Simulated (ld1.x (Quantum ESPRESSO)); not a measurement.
# silicon: from the effect back to the setting (TM)

Base potential:

```json
{
  "Element": "silicon (Si)",
  "Generator": "ld1.x (Quantum ESPRESSO) 7.5",
  "Type": "norm-conserving Troullier–Martins (Kleinman–Bylander form)",
  "Functional": "PBE",
  "Relativity": "non-relativistic",
  "Frozen core": "[Ne]",
  "Valence charge": "4",
  "Reference configuration": "3s2 3p2",
  "Partial waves": "3p (bound): rc 1.40 bohr; 3s (bound): rc 1.70 bohr",
  "Local potential": "the s channel",
  "Core correction": "none"
}
```

Cutoffs, loose and tight: the cutoffs (Ry, on a coarse ladder) from which the occupation-weighted sum of valence levels, in a spherical-Bessel basis at the reference potential, stays within 10 and 1 mRy of its value at 400 Ry. They do not see the model core or the augmentation charge, which bear on the density cutoff. Test errors are all-electron minus pseudo excitation energies from the reference, over the configurations 3s2 3p1; 3s2 3p0; 3s1 3p0; 3s1 3p3; 3s2 3p1.5; 3s2 3p2.3; 3s1 3p2; variants that change the core or the reference have their own tests.

Only the scale of all radii (base = 1) is moved:

| scale of all radii (base = 1) | cutoff, loose | cutoff, tight | bound ghosts | largest test error (meV) |
| --- | --- | --- | --- | --- |
| 0.75 | 260 Ry | 300 Ry | none | +78 |
| 0.9 | 70 Ry | 100 Ry | none | +66 |
| 1.04 | 35 Ry | 55 Ry | none | +67 |
| 1.17 | 15 Ry | 40 Ry | none | +74 |
| 1.27 | 12 Ry | 30 Ry | none | +83 |
| 1.37 | 10 Ry | 30 Ry | none | +88 |

Q: One more run gave cutoff, loose: 50 Ry; cutoff, tight: 70 Ry; bound ghosts: none; largest test error (meV): +67. Which value of the scale of all radii (base = 1) was used?

A: 0.99. The loose cutoff moves one way along this sweep, from 260 Ry at 0.75 to 10 Ry at 1.37, which places the run between 0.9 and 1.04.
